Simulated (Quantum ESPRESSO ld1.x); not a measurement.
Values are calculated unless marked as measured or tabulated.
Species: La2+. Configuration: [Xe] 5d1.

Code: ld1.x of Quantum ESPRESSO 7.5. Model: non-relativistic Kohn-Sham, LDA (Slater exchange, Perdew-Wang correlation), spin-polarised, spherical densities, point nucleus; open shells are filled with parallel spins first; relativity is left out, which matters for an element this heavy.

Energy parts (eV):
total: -223594.63
kinetic: 223488.05
electron-nucleus: -528690.14
Hartree: 86788.24
exchange-correlation: -5180.78

Orbitals (lengths in bohr, moments of r in powers of bohr; r(90%) holds 90 % of the orbital's charge):
| orbital | occ. | eigenvalue (eV) | <r^2> | r(90%) | <r> |
|---|---|---|---|---|---|
| 1s down | 1 | -36900.923 | 0.0009507 | 0.0474 | 0.02667 |
| 1s up | 1 | -36900.921 | 0.0009507 | 0.0474 | 0.02667 |
| 2s up | 1 | -5722.327 | 0.01533 | 0.176 | 0.1143 |
| 2s down | 1 | -5722.291 | 0.01533 | 0.176 | 0.1143 |
| 2p up | 3 | -5409.233 | 0.01146 | 0.157 | 0.09714 |
| 2p down | 3 | -5409.205 | 0.01146 | 0.157 | 0.09714 |
| 3s up | 1 | -1233.121 | 0.1027 | 0.439 | 0.3002 |
| 3s down | 1 | -1233.097 | 0.1027 | 0.439 | 0.3002 |
| 3p up | 3 | -1098.141 | 0.09732 | 0.433 | 0.2900 |
| 3p down | 3 | -1098.117 | 0.09732 | 0.433 | 0.2900 |
| 3d up | 5 | -845.917 | 0.08001 | 0.407 | 0.2607 |
| 3d down | 5 | -845.887 | 0.08001 | 0.407 | 0.2607 |
| 4s up | 1 | -257.420 | 0.5285 | 0.983 | 0.6847 |
| 4s down | 1 | -257.367 | 0.5285 | 0.983 | 0.6847 |
| 4p up | 3 | -207.544 | 0.5668 | 1.03 | 0.7063 |
| 4p down | 3 | -207.490 | 0.5667 | 1.03 | 0.7062 |
| 4d up | 5 | -120.198 | 0.6765 | 1.15 | 0.7640 |
| 4d down | 5 | -120.137 | 0.6760 | 1.15 | 0.7639 |
| 5s up | 1 | -48.568 | 2.943 | 2.32 | 1.620 |
| 5s down | 1 | -48.186 | 2.927 | 2.32 | 1.615 |
| 5p up | 3 | -34.907 | 3.703 | 2.63 | 1.811 |
| 5p down | 3 | -34.454 | 3.679 | 2.62 | 1.805 |
| 5d up | 1 | -15.589 | 7.323 | 3.79 | 2.524 |
| 5d down | 0 | -15.021 | 7.360 | 3.81 | 2.527 |

The highest occupied level is 5d up at -15.589 eV. Spin moment in Bohr magnetons: 1.
